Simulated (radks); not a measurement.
The mean radii <r> (bohr) of the occupied orbitals of an atom or ion are listed with their occupations. All-electron calculation, Dirac Kohn-Sham, LDA (Slater exchange, Perdew-Wang correlation), spin-unpolarised, spherical densities, finite nucleus; Fermi nuclear charge, rms radius of each element as measured or else 0.836 A^(1/3) + 0.57 fm. Program: a radial shooting solver on a logarithmic mesh with Libxc functionals.

| orbital | occ. | <r> |
|---|---|---|
| 1s1/2 | 2 | 0.01688 |
| 2s1/2 | 2 | 0.07051 |
| 2p1/2 | 2 | 0.05800 |
| 2p3/2 | 4 | 0.06655 |
| 3s1/2 | 2 | 0.1835 |
| 3p1/2 | 2 | 0.1737 |
| 3p3/2 | 4 | 0.1894 |
| 3d3/2 | 4 | 0.1649 |
| 3d5/2 | 6 | 0.1697 |
| 4s1/2 | 2 | 0.4072 |
| 4p1/2 | 2 | 0.4095 |
| 4p3/2 | 4 | 0.4438 |
| 4d3/2 | 4 | 0.4521 |
| 4d5/2 | 6 | 0.4634 |
| 5s1/2 | 2 | 0.9270 |
| 4f5/2 | 6 | 0.4953 |
| 4f7/2 | 8 | 0.5023 |
| 5p1/2 | 2 | 1.002 |
| 5p3/2 | 4 | 1.103 |
| 5d3/2 | 4 | 1.572 |
| 5d5/2 | 6 | 1.659 |
| 6s1/2 | 1 | 2.838 |

Name the element and its charge. Open shells, if any, are shared by 2j + 1.

Answer. Z = 79, gold, charge 0: Au in [Xe] 4f14 5d10 6s1. The 1s radius gives Z: for a bare nucleus <r> = (2 gamma + 1)/(2Z) with gamma = sqrt(1 - (Z/c)^2), 0.01667 bohr for Z = 79, and screening makes it slightly larger (0.01688 here). The occupations add up to 79, and the charge is Z minus that.
